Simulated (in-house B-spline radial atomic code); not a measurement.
Atomic self-consistent-field run: Zr II (Zr+) (an excited or competing configuration). All numbers are computed (scalar-relativistic (X2C) PBE, spin-polarised, spherical fractional occupations; Fermi nucleus of rms radius 4.2694 fm) with an all-electron radial atomic-structure program (B-spline basis), not measured.

In the input, 3d5,1 would mean five up and one down electron.

Command:
```bash
python run_scf.py task.json out
```
Settings (nuclear radius in fm, mass in u):
```
Z                40
configuration    1s2 2s2 2p6 3s2 3p6 3d10 4s2 4p6 4d1,0 5s1,0 6f1,0
hamiltonian      x2c
method           pbe,pbe
spin_polarised   True
nucleus          fermi
rms_radius       4.2694
atomic_mass      89.9047
speed_of_light   137.035999084
```

Output (hartree, bohr):
```
 radial grid: 91 intervals, B-splines of order 8, outer radius 102 bohr

 iter        energy (Eh)    residual
    1       -3595.000140    4.07e-01
    2       -3596.270057    1.72e-01
    3       -3597.127580    2.55e-02
    4       -3597.151460    7.92e-03
    5       -3597.153314    2.97e-03
    6       -3597.153539    7.25e-04
    7       -3597.153552    1.90e-04
    8       -3597.153553    8.13e-05
    9       -3597.153554    1.06e-05
   10       -3597.153554    7.95e-06
   11       -3597.153554    3.88e-06
   12       -3597.153554    5.43e-07
   13       -3597.153554    1.06e-07

 total energy                     -3597.15355
 kinetic                            3717.3045
 electron-nucleus                  -8659.1966
 Hartree                            1458.8675
 exchange-correlation               -114.1290

 orbital      occ     eigenvalue          <r>       <r^2>       <1/r>       r_max
 1s up      1.000      -654.7469    0.0365929   0.0018169     42.4976     0.02358
 1s down    1.000      -654.7461    0.0365929  0.00181691     42.4975     0.02358
 2s up      1.000       -91.2645     0.162236   0.0310922     9.47121      0.1369
 2s down    1.000       -91.2605     0.162233   0.0310913     9.47139      0.1369
 2p up      3.000       -81.4670     0.141534   0.0245028     9.03635      0.1093
 2p down    3.000       -81.4638     0.141531   0.0245017     9.03653      0.1093
 3s up      1.000       -15.4692     0.458328    0.241012     3.18311      0.4084
 3s down    1.000       -15.4662     0.458319    0.240989     3.18297      0.4084
 3p up      3.000       -12.2750     0.461994    0.248861     2.98914      0.4024
 3p down    3.000       -12.2718     0.461965    0.248809      2.9891      0.4024
 3d up      5.000        -7.0277     0.452512    0.247736     2.74023      0.3474
 3d down    5.000        -7.0232     0.452412    0.247572     2.74043      0.3475
 4s up      1.000        -2.6052      1.20751     1.65178      1.1275       1.077
 4s down    1.000        -2.5775      1.20279      1.6382     1.13245       1.075
 4p up      3.000        -1.7897      1.35296     2.09442    0.987724       1.176
 4p down    3.000        -1.7568       1.3447      2.0678    0.994287       1.173
 4d up      1.000        -0.6797      1.93166     4.41414    0.680957       1.529
 5s up      1.000        -0.5979      3.08152     10.6392    0.420844       2.796
 6f up      1.000        -0.0553       19.875     446.589   0.0706301        22.1
```

Cost of the run: 0.51 s on 1 thread of Arm Neoverse V2, with other jobs on the host.

One-electron X2C: radii and densities carry no picture-change correction, so inner-shell <1/r> comes out high (for 1s by about 2 % at Z = 33, 5 % at 54, 10 % at 75, 30 % at 118) and <r> low.
